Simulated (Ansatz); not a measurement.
`C=C[SiH](F)O[SiH3]` and `F[SiH2]O[SiH3]` differ in one atom or group.

Ansatz, PBE0-D4/def2-TZVP geometries, multiplicity 1. Each molecule was computed in one conformer, which needn't be the lowest.

```csv
property,`C=C[SiH](F)O[SiH3]`
size of the dipole moment (B3LYP/def2-TZVPP) / D,1.55
HOMO–LUMO gap (PBE0/def2-TZVPP) / eV,7.54
HOMO–LUMO gap (ωB97M-V/def2-TZVPP) / eV,11.89
size of the dipole moment (ωB97M-V/def2-TZVPP) / D,1.55
HOMO–LUMO gap (PBE/def2-TZVPP) / eV,5.39
HOMO–LUMO gap (B3LYP/def2-TZVPP) / eV,7.07
```

Question: What does the change do to each property? (Estimate.)

Answer: The calculation gave: 
```
                                          property  `F[SiH2]O[SiH3]`  shift
  size of the dipole moment (B3LYP/def2-TZVPP) / D              1.21  -0.34
              HOMO–LUMO gap (PBE0/def2-TZVPP) / eV              8.96   1.42
           HOMO–LUMO gap (ωB97M-V/def2-TZVPP) / eV             12.94   1.05
size of the dipole moment (ωB97M-V/def2-TZVPP) / D              1.18  -0.37
               HOMO–LUMO gap (PBE/def2-TZVPP) / eV              6.64   1.25
             HOMO–LUMO gap (B3LYP/def2-TZVPP) / eV              8.55   1.48
```

With PBE0 the HOMO falls by 0.66 eV and the LUMO rises by 0.76 eV, so the gap widens by about 1.42 eV. PBE moves the HOMO by -0.35 eV and ωB97M-V by -0.67 eV. The zero-point energy changes by -90.7 kJ/mol with -12 modes. Dipoles are sizes alone; their direction can turn.

B3LYP here is the variant with VWN-RPA as its local correlation; programs differ in this.
